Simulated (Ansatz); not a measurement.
`[OH][AlH][AlH2]` + CH₃SH → `C[S][AlH][OH]` + `[AlH3]` at 400 K and 1 bar (cleavage of the Al–Al bond).

Computed with Ansatz on PBE0-D4/def2-TZVP structures; ΔE is electronic, products minus reactants. CCSD(T)/CBS adds triple-zeta CCSD(T) − MP2 to the extrapolated MP2 energy (def2 sets, frozen cores). This one scheme is used for every species. Each species was taken in one conformer, which may not be the lowest.

```json
{"species": "`[OH][AlH][AlH2]`", "CCSD(T)/CBS energy (Eh)": "-561.63147", "H − E (kJ/mol)": "117.3", "S (J/(mol·K))": "352.4"}
{"species": "CH₃SH", "CCSD(T)/CBS energy (Eh)": "-438.22835", "H − E (kJ/mol)": "138.7", "S (J/(mol·K))": "269.4"}
{"species": "`C[S][AlH][OH]`", "CCSD(T)/CBS energy (Eh)": "-756.12026", "H − E (kJ/mol)": "189.0", "S (J/(mol·K))": "373.7"}
{"species": "`[AlH3]`", "CCSD(T)/CBS energy (Eh)": "-243.78045", "H − E (kJ/mol)": "63.6", "S (J/(mol·K))": "220.9"}
```

H − E and S are ideal-gas, rigid-rotor, harmonic terms from PBE0-D4/def2-TZVP, for one conformer and one mirror image of each species. 1 Eh = 2625.50 kJ/mol, R = 8.31446 J/(mol·K).

Task: By hand: ΔE, ΔH, ΔS and ΔG.

Result: ΔE = (-756.12026) + (-243.78045) − (-561.63147) − (-438.22835) = -0.04089 Eh = -107.4 kJ/mol. Δ(H − E) = 189.0 + 63.6 − 117.3 − 138.7 = -3.4, so ΔH = -110.8 kJ/mol. ΔS = 373.7 + 220.9 − 352.4 − 269.4 = -27.2 J/(mol·K). ΔG = -110.8 − 400 × (-27.2)/1000 = -99.9 kJ/mol.

Task: By hand: the equilibrium constant, and the temperature at which ΔG would vanish if ΔH and ΔS stayed fixed.

Result: log₁₀ K = −ΔG/(RT ln 10) = 13.0. ΔG = 0 at ΔH/ΔS = 4074 K, far beyond where these terms or the molecules hold.

ΔH outweighs TΔS. A doubt of 5 kJ/mol in ΔE shifts log₁₀ K by 0.7 here. Other conformers and mirror images would add mixing entropy, several J/(mol·K) or more a flexible species. These are equilibria of isolated gas molecules and say nothing of rates. Largest T1 diagnostic: 0.013 (customary marks: 0.02 for closed shells, 0.045 for open ones).
